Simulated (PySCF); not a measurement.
Correlation energy of I⁺ (iodine, charge +1)

[Kr] 4d10 5s2 5p3 5d1, high-spin 5D determinant (an excited configuration). Calculation: PySCF 2.14, in aug-cc-pVDZ-PP with ECP28MDF (5s4p3d, 32 functions); scalar relativity through the core potential. Frozen: 4s2 4p6 4d10; 6 electrons correlated.

MP2 pair energies summed by pair of shells (mhartree):

```csv
pair,energy,share (%)
5s-5p,-28.34,62.8
5p-5p,-8.45,18.7
5s-5s,-4.84,10.7
5p-5d,-1.92,4.3
5s-5d,-1.61,3.6
```

Total MP2 correlation energy: -45.17 mhartree.

Same-spin part -12.26 and opposite-spin part -32.91 mhartree; SCS-MP2 scales them by 1/3 and 6/5 to -43.58 mhartree.
